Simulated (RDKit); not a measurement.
RDKit input (UFF):

```python
from rdkit import Chem
from rdkit.Chem import AllChem, rdDetermineBonds

mol = Chem.MolFromXYZFile('mol.xyz')
rdDetermineBonds.DetermineBonds(mol, charge=-1)
print('SMILES', Chem.MolToSmiles(Chem.RemoveHs(mol)))
ff = AllChem.UFFGetMoleculeForceField(mol)
e0 = ff.CalcEnergy()
flag = ff.Minimize(maxIts=5000, forceTol=1e-5)
print(f'energy {e0:.4f} -> {ff.CalcEnergy():.4f} kcal/mol, converged: {flag == 0}')
print(Chem.MolToXYZBlock(mol))
```
mol.xyz:
```
5

O      1.42900200     0.33684500    -0.85309600
Si     0.13788900     0.03250300    -0.08231800
F      0.19104700    -1.14820500     1.03717100
F     -0.51648700     1.23814800     0.79424800
F     -1.15927800    -0.43992100    -0.94506200
```

Output:

```
SMILES [O-][Si](F)(F)F
energy 24.1056 -> 0.0000 kcal/mol, converged: True
5

O      1.439403    0.392906   -0.874534
Si     0.011500    0.002525   -0.006813
F      0.333903   -1.254839    1.069531
F     -0.512727    1.356285    0.851060
F     -1.189907   -0.477506   -1.088301
```

The dipole moment of an ion depends on the origin.

The geometry given is a B3LYP-D3(BJ)/def2-TZVP minimum.
